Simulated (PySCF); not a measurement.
## Running PySCF for BBr⁺

The script input.py:

```python
from pyscf import gto, scf, solvent

mol = gto.M(
    atom='B 0 0 0; Br 0 0 2.03',
    basis='6-31g*',
    charge=1,
    spin=1,
    symmetry=True,
    verbose=4,
)
mf = scf.UHF(mol)
mf = mf.density_fit(auxbasis='def2-universal-jkfit')
mf = solvent.PCM(mf)
mf.with_solvent.eps = 2.27
mf.kernel()
mf.analyze()
print('orbital energies (hartree):', [e[max(0, n-3):n+3].round(4) for e, n in zip(mf.mo_energy, mol.nelec)])
```

```bash
$ OMP_NUM_THREADS=1 python input.py
```

Output (some set-up lines and the per-cycle HOMO/LUMO lines with their warnings removed):

```
PySCF version 2.14.0

[INPUT] verbose = 4
[INPUT] num. atoms = 2
[INPUT] num. electrons = 39
[INPUT] charge = 1
[INPUT] spin (= nelec alpha-beta = 2S) = 1
[INPUT] symmetry True subgroup None
[INPUT] Mole.unit = angstrom
[INPUT] Symbol           X                Y                Z      unit          X                Y                Z       unit  Magmom
[INPUT]  1 B      0.000000000000   0.000000000000   0.000000000000 AA    0.000000000000   0.000000000000   0.000000000000 Bohr   0.0
[INPUT]  2 Br     0.000000000000   0.000000000000   2.030000000000 AA    0.000000000000   0.000000000000   3.836144032867 Bohr   0.0

nuclear repulsion = 45.6187250793104
point group symmetry = Coov
symmetry origin: [0.         0.         3.35662603]
symmetry axis x: [1. 0. 0.]
symmetry axis y: [0. 1. 0.]
symmetry axis z: [0. 0. 1.]
num. orbitals of irrep A1 = 18
num. orbitals of irrep E1x = 10
num. orbitals of irrep E1y = 10
num. orbitals of irrep E2x = 4
num. orbitals of irrep E2y = 4
number of shells = 18
number of NR pGTOs = 122
number of NR cGTOs = 46
basis = 6-31g*
ecp = {}

******** <class 'pyscf.solvent._attach_solvent.PCMDFSymAdaptedUHF'> ********
method = PCMDFSymAdaptedUHF
initial guess = minao
damping factor = 0
level_shift factor = 0
DIIS = <class 'pyscf.scf.diis.CDIIS'>
diis_start_cycle = 1
diis_space = 8
diis_damp = 0
SCF conv_tol = 1e-09
SCF conv_tol_grad = None
SCF max_cycles = 50
direct_scf = False
number electrons alpha = 20  beta = 19
******** <class 'pyscf.solvent.pcm.PCM'> (In testing) ********

WARN: PCM is an experimental feature. It is still in testing.
Features and APIs may be changed in the future.

lebedev_order = 29 (302 grids per sphere)
eps = 2.27
frozen = False
Freeze 0 electrons in irreps []
    39 free electrons in irreps A1 E1x E1y E2x E2y
Set gradient conv threshold to 3.16228e-05
******** <class 'pyscf.df.df.DF'> ********
auxbasis = def2-universal-jkfit
PCM E_diel = -5.67045000362137e-05
Solvent Energy = -5.67045000362137e-05
init E= -2595.55941677035

PCM E_diel = -0.0676827387772116
Solvent Energy = -0.0676827387772116
cycle= 1 E= -2596.33486821888  delta_E= -0.775  |g|= 0.267  |ddm|= 1.01
PCM E_diel = -0.0564500742356488
Solvent Energy = -0.0564500742356488
cycle= 2 E= -2596.41390237407  delta_E= -0.079  |g|= 0.122  |ddm|= 0.658
PCM E_diel = -0.0577357943566708
Solvent Energy = -0.0577357943566708
cycle= 3 E= -2596.42731298311  delta_E= -0.0134  |g|= 0.049  |ddm|= 0.183
PCM E_diel = -0.057563898665024
Solvent Energy = -0.057563898665024
cycle= 4 E= -2596.43120502023  delta_E= -0.00389  |g|= 0.0251  |ddm|= 0.104
PCM E_diel = -0.0576036996055995
Solvent Energy = -0.0576036996055995
cycle= 5 E= -2596.43252811858  delta_E= -0.00132  |g|= 0.00974  |ddm|= 0.0662
PCM E_diel = -0.0576920183896729
Solvent Energy = -0.0576920183896729
cycle= 6 E= -2596.43283497693  delta_E= -0.000307  |g|= 0.00443  |ddm|= 0.0359
PCM E_diel = -0.0577243506175727
Solvent Energy = -0.0577243506175727
cycle= 7 E= -2596.43290991737  delta_E= -7.49e-05  |g|= 0.00244  |ddm|= 0.0184
PCM E_diel = -0.0577390834816595
Solvent Energy = -0.0577390834816595
cycle= 8 E= -2596.43293981764  delta_E= -2.99e-05  |g|= 0.000968  |ddm|= 0.0147
PCM E_diel = -0.057739662291414
Solvent Energy = -0.057739662291414
cycle= 9 E= -2596.43294468646  delta_E= -4.87e-06  |g|= 0.000257  |ddm|= 0.00715
PCM E_diel = -0.0577393226692907
Solvent Energy = -0.0577393226692907
cycle= 10 E= -2596.43294495451  delta_E= -2.68e-07  |g|= 0.000112  |ddm|= 0.00121
PCM E_diel = -0.0577391384955835
Solvent Energy = -0.0577391384955835
cycle= 11 E= -2596.4329450157  delta_E= -6.12e-08  |g|= 4.7e-05  |ddm|= 0.000585
PCM E_diel = -0.0577389718596036
Solvent Energy = -0.0577389718596036
cycle= 12 E= -2596.432945026  delta_E= -1.03e-08  |g|= 1.09e-05  |ddm|= 0.000283
PCM E_diel = -0.0577390078254705
Solvent Energy = -0.0577390078254705
cycle= 13 E= -2596.4329450264  delta_E= -4.03e-10  |g|= 3.02e-06  |ddm|= 5.45e-05
PCM E_diel = -0.0577390046958445
Solvent Energy = -0.0577390046958445
Extra cycle  E= -2596.43294502642  delta_E= -2.09e-11  |g|= 1.85e-06  |ddm|= 6.6e-06
converged SCF energy = -2596.43294502642  <S^2> = 0.77236967  2S+1 = 2.0222459
**** SCF Summaries ****
Total Energy =                       -2596.432945026421294
Nuclear Repulsion Energy =              45.618725079310352
One-electron Energy =                -3693.543487891492077
Two-electron Energy =                 1051.549556790456336
Two-electron Coulomb Energy =         1144.677458647270896
DFT Exchange-Correlation Energy =      -93.127901856814560
**** MO energy ****
[13 lines left out]
alpha MO #14 (E2x #1), energy= -3.36167105813239 occ= 1
alpha MO #15 (E2y #1), energy= -3.36167105813239 occ= 1
alpha MO #16 (A1 #8), energy= -1.19716722245799 occ= 1
alpha MO #17 (A1 #9), energy= -0.810195916578947 occ= 1
alpha MO #18 (A1 #10), energy= -0.652353295266059 occ= 1
alpha MO #19 (E1x #4), energy= -0.590720068479624 occ= 1
alpha MO #20 (E1y #4), energy= -0.590720068479624 occ= 1
alpha MO #21 (E1x #5), energy= -0.13461175762876 occ= 0
alpha MO #22 (E1y #5), energy= -0.13461175762876 occ= 0
alpha MO #23 (A1 #11), energy= 0.00564168463358339 occ= 0
[23 lines left out]
[12 lines left out]
beta  MO #13 (E1y #3), energy= -3.37165937068199 occ= 1
beta  MO #14 (E2x #1), energy= -3.36192954367752 occ= 1
beta  MO #15 (E2y #1), energy= -3.36192954367752 occ= 1
beta  MO #16 (A1 #8), energy= -1.1722556191664 occ= 1
beta  MO #17 (A1 #9), energy= -0.738431407273606 occ= 1
beta  MO #18 (E1x #4), energy= -0.58912674467599 occ= 1
beta  MO #19 (E1y #4), energy= -0.58912674467599 occ= 1
beta  MO #20 (A1 #10), energy= -0.188091375377056 occ= 0
beta  MO #21 (E1x #5), energy= -0.0876211320806002 occ= 0
beta  MO #22 (E1y #5), energy= -0.0876211320806002 occ= 0
[24 lines left out]
 ** Mulliken pop alpha/beta on meta-lowdin orthogonal AOs **
 ** Mulliken pop       alpha | beta **
pop of  0 B 1s        0.99999 | 0.99993
pop of  0 B 2s        0.83886 | 0.45225
pop of  0 B 3s        0.00523 | 0.00188
pop of  0 B 2px       0.08121 | 0.06357
pop of  0 B 2py       0.08121 | 0.06357
pop of  0 B 2pz       0.53025 | 0.14333
pop of  0 B 3px       0.00017 | 0.00015
pop of  0 B 3py       0.00017 | 0.00015
pop of  0 B 3pz       0.00816 | 0.00330
pop of  0 B 3dxy      0.00000 | 0.00000
pop of  0 B 3dyz      0.00060 | 0.00085
pop of  0 B 3dz^2     0.00230 | 0.00177
[34 lines left out]
In total            20.00000 | 19.00000
 ** Mulliken atomic charges   ( Nelec_alpha | Nelec_beta ) **
charge of  0B =      0.71961  (     2.54878      1.73161 )
charge of  1Br =      0.28039  (    17.45122     17.26839 )

WARN: System has nonzero charge 1; the dipole moment is origin-dependent.
Location of origin: [0. 0. 0.]

Dipole moment(X, Y, Z, Debye):  0.00000,  0.00000,  2.50766
orbital energies (hartree): [array([-0.6524, -0.5907, -0.5907, -0.1346, -0.1346,  0.0056]), array([-0.7384, -0.5891, -0.5891, -0.1881, -0.0876, -0.0876])]
```

In short: E(SCF) = -2596.432945 Eh, 13 cycles, ⟨S²⟩ = 0.772.

Hardware: AMD EPYC 9R45 96-Core, 1 thread, shared host. Wall time 1.9 s, peak memory 0.15 GiB.

The bond length is a typed value, not an optimised one. The dipole of an ion depends on the origin. No search for the lowest solution was made.
